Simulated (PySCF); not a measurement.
AsBH4.
Atom-mapped SMILES: `[BH2:1][AsH2:2]` (hydrogens: H3, H4 on B1; H5, H6 on As2)

Method used: EOM-EE-CCSD/aug-cc-pVDZ in PySCF, restricted Hartree–Fock reference, 10 core orbitals frozen, non-relativistic, gas phase, PBE0-D3(BJ)/def2-SVP geometry.

Problem. Give the EOM-CCSD singlets and triplets.

Solution. 
```csv
state,E (eV),λ (nm),"main singles (HF orbitals, share of the singles part)"
singlet 1,4.47,277,"HOMO→LUMO 56 %, HOMO→LUMO+6 18 %, HOMO→LUMO+9 10 %"
singlet 2,6.14,202,"HOMO-1→LUMO 50 %, HOMO-1→LUMO+6 17 %, HOMO-1→LUMO+9 10 %"
singlet 3,6.18,201,"HOMO-2→LUMO 48 %, HOMO-2→LUMO+6 16 %, HOMO-3→LUMO 11 %"
singlet 4,6.33,196,"HOMO→LUMO+1 59 %, HOMO→LUMO+12 14 %, HOMO→LUMO+3 11 %"
triplet 1,3.58,346,"HOMO→LUMO 57 %, HOMO→LUMO+6 20 %, HOMO→LUMO+9 13 %"
triplet 2,5.53,224,"HOMO-1→LUMO 50 %, HOMO-1→LUMO+6 18 %, HOMO-1→LUMO+9 12 %"
```

Problem. What is the vertical gap between the lowest excited singlet and the lowest triplet?

Solution. 4.47 − 3.58 = 0.89 eV (86 kJ/mol). Both are led by HOMO→LUMO.

The first EOM-IP-CCSD ionisation energy is 9.58 eV, 3.25 eV above the highest singlet listed and 5.11 eV above the lowest.

T1 diagnostic 0.014. EOM-CCSD puts states of mainly double-excitation character too high. An iterative search for so few roots can pass over a low state.

One conformer stands for the species.
